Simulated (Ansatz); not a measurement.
`CBCC#CC`. The species carries charge 0 and has multiplicity 1.

```xyz
15

C    -1.458   -1.612    0.145
B     0.016   -1.353    0.589
C     1.185   -1.210   -0.458
C     0.973    0.227   -0.418
C     0.621    1.366   -0.222
C     0.244    2.751   -0.029
H    -1.646   -2.685    0.299
H    -1.651   -1.402   -0.909
H    -2.197   -1.091    0.758
H     0.304   -1.266    1.750
H     2.185   -1.478   -0.116
H     0.995   -1.618   -1.453
H     0.461    3.078    0.990
H     0.791    3.402   -0.716
H    -0.824    2.895   -0.211
```

Task: Give the diagnostics of a CCSD(T)/def2-TZVPP run (frozen core, Ansatz 0.2.0). (Estimate.)

Result: Computed: T1 = 0.0107, largest single amplitude 0.010, largest double 0.022, (T) share of the correlation energy 4.3 %, 9 CCSD cycles. The RHF solution is stable towards an unrestricted one. T1 lies under the customary mark of 0.02 for closed shells.
